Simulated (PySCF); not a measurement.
## Field gradients at the hydrogen positions

C₈H₁₀N₂Si.
Numbering: `[CH:1]#[C:2][c:3]1[c:4]([CH2:5][CH3:6])[cH:7][n:8][n:9][c:10]1[SiH3:11]` (hydrogens: H12 on C1; H13, H14 on C5; H15, H16, H17 on C6; H18 on C7; H19, H20, H21 on Si11)

Cartesian coordinates in Å at the GFN2-xTB level; atoms count from 1:
```
atom  x, y, z in Å
C1     0.2379    2.6177    0.7266
C2     0.3404    1.4944    0.3127
C3     0.4640    0.1740   -0.1725
C4    -0.6302   -0.5401   -0.6603
C5    -2.0204    0.0137   -0.6511
C6    -2.6821   -0.2539    0.7031
C7    -0.3516   -1.8303   -1.1141
N8     0.8512   -2.3675   -1.0945
N9     1.8632   -1.6949   -0.6292
C10    1.7237   -0.4617   -0.1746
Si11   3.3048    0.3554    0.4670
H12    0.1540    3.5999    1.0857
H13   -2.6069   -0.4568   -1.4431
H14   -1.9879    1.0910   -0.8293
H15   -2.7195   -1.3226    0.9047
H16   -2.1195    0.2290    1.4998
H17   -3.6969    0.1359    0.7089
H18   -1.1344   -2.4612   -1.5142
H19    3.5342    1.5726   -0.3162
H20    4.3878   -0.6064    0.3234
H21    3.0793    0.7288    1.8666
```

Level: PBE0/pcSseg-1 (PySCF, non-relativistic); Q(2H) = 0.00286 b; rigid geometry, the same for H and D, with no vibrational averaging.

Question: Rank these positions by the coupling χzz of a deuteron there, largest first.
A. H21 (Si–H hydrogen)
B. H20 (Si–H hydrogen)
C. H15 (methyl hydrogen)
D. H18 (aromatic hydrogen)
E. H14 (methylene hydrogen)
F. H12 (alkyne hydrogen)

Answer: F (265 kHz), D (213 kHz), C (209 kHz), E (200 kHz), B (112 kHz), A (108 kHz).

Q: What are Vzz, η and χzz (234.96 MHz × Q × Vzz) at all hydrogens?

A: 
| atom | bonded to | bond length (Å) | Vzz (au) | η | χzz (kHz) |
| --- | --- | --- | --- | --- | --- |
| H12 | C1 | 1.049 | 0.3941 | 0.00 | 265 |
| H13 | C5 | 1.092 | 0.3012 | 0.03 | 202 |
| H14 | C5 | 1.092 | 0.2974 | 0.03 | 200 |
| H15 | C6 | 1.088 | 0.3116 | 0.03 | 209 |
| H16 | C6 | 1.088 | 0.3102 | 0.03 | 208 |
| H17 | C6 | 1.087 | 0.3157 | 0.02 | 212 |
| H18 | C7 | 1.082 | 0.3177 | 0.06 | 213 |
| H19 | Si11 | 1.465 | 0.1613 | 0.02 | 108 |
| H20 | Si11 | 1.456 | 0.1673 | 0.01 | 112 |
| H21 | Si11 | 1.466 | 0.1608 | 0.02 | 108 |

Q: Average by the element that carries the hydrogen.

A: on C: 216 kHz over 7 positions, mean bond length 1.083 Å; on Si: 110 kHz over 3 positions, mean bond length 1.462 Å.

Q: How does χzz go with the bond length over the 7 C–H bonds?

A: A straight-line fit has a slope of -14.5 kHz for each 0.01 Å, with a correlation coefficient of -1.00, over lengths from 1.049 to 1.092 Å. The longer bonds have the smaller couplings here.

Q: A static deuteron (I = 1) shows a doublet split by (3/2)χ, (3/4)χ(1 + η) and (3/4)χ(1 − η) with the field along z, y and x of the gradient. What are these for H20?

A: With |χ| = 112.4 kHz and η = 0.009: 169, 85 and 84 kHz, to first order and without motion.

The structure is a single GFN2-xTB conformer in the gas phase; no vibrational or solvent corrections. GFN2-xTB bond lengths can be off by several hundredths of an ångström, more for odd bonds, and the gradients follow them. The small basis limits the accuracy of the gradients.
